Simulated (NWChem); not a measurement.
# ZnNH₃; SMILES [NH2][ZnH]

Program: NWChem. Coordinates come from a PBE0/def2-SVP optimisation. LC-ωPBE (HJS hole) with def2-SVP; x = 1 − exp(−ω/0.25 bohr⁻¹) is a scale chosen for this fit.

```
row           x  −ε(HOMO) (eV)
--------  -----  -------------
ω = 0.10  0.330           6.24
ω = 0.15  0.451       withheld
ω = 0.20  0.551           7.49
ω = 0.30  0.699           8.44
ω = 0.80  0.959          10.40
```

Q: Fit a straight line of the last column on the one before it, predict the withheld value, and compare with the run.

A: 
1. Means of the 4 shown rows: x = 0.6348, y = 8.143. Slope Σ(x − x̄)(y − ȳ)/Σ(x − x̄)² = 1.386/0.2092 = 6.625; intercept 3.937.
2. The shown rows scatter about the line by 0.113 (root mean square); the largest residual is -0.13, at ω = 0.30.
3. At x = 0.451 (ω = 0.15; inside the shown range) the line gives 6.92.
4. The run gives 6.90, -0.02 from the line, 0.2 times the scatter.
